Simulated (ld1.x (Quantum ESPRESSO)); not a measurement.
PBEsol TM dataset for gallium, scalar-relativistic all-electron reference.

gallium (Ga), norm-conserving Troullier–Martins (Kleinman–Bylander form), made with ld1.x (Quantum ESPRESSO) 7.5 (PBEsol, scalar-relativistic). Core [Ne], reference 3s2 3p6 3d10 4s0 4p0 (charge +3). Waves: 3s (bound): rc 0.74 bohr; 3d (bound): rc 0.68 bohr; 3p (bound): rc 1.12 bohr. Local part: the p channel. Core correction: none.

Problem. Estimate the cutoffs (Ry, on a coarse ladder) from which the occupation-weighted sum of valence levels, in a spherical-Bessel basis at the reference potential, stays within 10 and 1 mRy of its value at 400 Ry.

Solution. over 300 Ry and over 300 Ry.

Problem. Does the potential have ghost states?

Solution. No extra level below or beside the all-electron valence levels (s, d, p, f tested).

Problem. Which valence shell sets the plane-wave cutoff?

Solution. 3d: its level needs over 300 Ry to come within 1 mRy, against 300 Ry for 3s.

Problem. Tests: 3s2 3p6 3d10 4s2 4p1; 3s2 3p6 3d10 4s2 4p0; 3s2 3p6 3d10 4s1 4p0; 3s2 3p6 3d10 4s1 4p1; 3s2 3p6 3d10 4s0 4p3; 3s2 3p5 3d10 4s2 4p1; 3s2 3p6 3d10 4s2 4p1.3. Which has the largest error in its energy relative to the reference configuration, and how large is it?

Solution. 3s2 3p5 3d10 4s2 4p1, with +579 meV (all-electron minus pseudo) on +50.10 eV.
